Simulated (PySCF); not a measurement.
Si(H)(Cl)2(vinyl) (C2H4Cl2Si), SMILES C=C[SiH](Cl)Cl. Coordinates come from a PBE-D3(BJ)/def2-SVP optimisation. One conformer was computed; it need not be the lowest.

Computed equilibrium geometry at PBE-D3(BJ)/def2-SVP (PySCF confirms it by a frequency run) as bond lengths and angles, and its point group (one conformer of several):
point group Cs.
Atoms: Si1 Cl2 Cl3 C4 C5 H6 H7 H8 H9. Bonded distances (Å): Si1–Cl2 2.078, Si1–Cl3 2.078, Si1–C4 1.858, Si1–H6 1.496, C4–C5 1.348, C4–H7 1.105, C5–H8 1.104, C5–H9 1.104. Angles (°): Cl2–Si1–Cl3 108.1, Cl2–Si1–C4 109.9, Cl2–Si1–H6 108.8, Cl3–Si1–C4 109.9, Cl3–Si1–H6 108.8, C4–Si1–H6 111.2, Si1–C4–C5 121.3, Si1–C4–H7 119.0, C5–C4–H7 119.7, C4–C5–H8 121.9, C4–C5–H9 122.1, H8–C5–H9 116.0.
